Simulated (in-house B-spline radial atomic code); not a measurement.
Ionisation energies with and without relativity, with size and susceptibility from the Dirac run. Dirac energy differences include first-order Breit, QED and recoil terms. NIST's values go from ground level to ground level; the uncertainty of those that are theory runs from under 0.1 % in few-electron ions to several per cent in heavy many-electron ones. Computed with a radial B-spline atomic code at the basis-set limit: non-relativistic Hartree-Fock and Dirac-Hartree-Fock, averages of the configuration (point nuclei without relativity, finite nuclei with it).

| ion | configuration | configuration after | ionisation non-relativistic (eV) | ionisation Dirac Breit and QED (eV) | tabulated value (eV) | tabulated kind | radius at density 0.001 (bohr) | diamagnetic susceptibility (10⁻⁶ cm³/mol) |
| --- | --- | --- | --- | --- | --- | --- | --- | --- |
| P3+ | [Ne] 3s2 | [Ne] 3s1 | 49.69 | 49.80 | 51.44387 | measured | 3.102 | -7.053 |
| S3+ | [Ne] 3s2 3p1 | [Ne] 3s2 | 46.47 | 46.46 | 47.222 | semi-empirical | 3.116 | -8.3932 |
| Cl3+ | [Ne] 3s2 3p2 | [Ne] 3s2 3p1 | 51.45 | 51.44 | 53.24 | semi-empirical | 3.059 | -9.1835 |
| Ar3+ | [Ne] 3s2 3p3 | [Ne] 3s2 3p2 | 56.53 | 56.53 | 59.58 | semi-empirical | 2.979 | -9.6308 |
| K3+ | [Ne] 3s2 3p4 | [Ne] 3s2 3p3 | 61.73 | 61.73 | 60.917 | semi-empirical | 2.893 | -9.8577 |
| Ca3+ | [Ne] 3s2 3p5 | [Ne] 3s2 3p4 | ? | ? | ? | semi-empirical | ? | ? |
| Sc3+ | [Ne] 3s2 3p6 | [Ne] 3s2 3p5 | 72.48 | 72.49 | 73.4894 | measured | 2.722 | -9.9259 |
| Ti3+ | [Ar] 3d1 | [Ne] 3s2 3p6 | ? | ? | ? | measured | ? | ? |
| V3+ | [Ar] 3d2 | [Ar] 3d1 | ? | ? | ? | measured | ? | ? |
| Cr3+ | [Ar] 3d3 | [Ar] 3d2 | 47.02 | 46.77 | 49.16 | semi-empirical | 2.747 | -10.435 |

Q: Fill in the row of Ca3+.

A: ionisation non-relativistic (eV): 67.04; ionisation Dirac Breit and QED (eV): 67.05; tabulated value (eV): 67.2732; radius at density 0.001 (bohr): 2.806; diamagnetic susceptibility (10⁻⁶ cm³/mol): -9.94.

Q: Fill in the row of Ti3+.

A: ionisation non-relativistic (eV): 42.41; ionisation Dirac Breit and QED (eV): 42.21; tabulated value (eV): 43.26717; radius at density 0.001 (bohr): 2.759; diamagnetic susceptibility (10⁻⁶ cm³/mol): -10.24.

Q: Fill in the row of V3+.

A: ionisation non-relativistic (eV): 44.75; ionisation Dirac Breit and QED (eV): 44.53; tabulated value (eV): 46.709; radius at density 0.001 (bohr): 2.763; diamagnetic susceptibility (10⁻⁶ cm³/mol): -10.39.
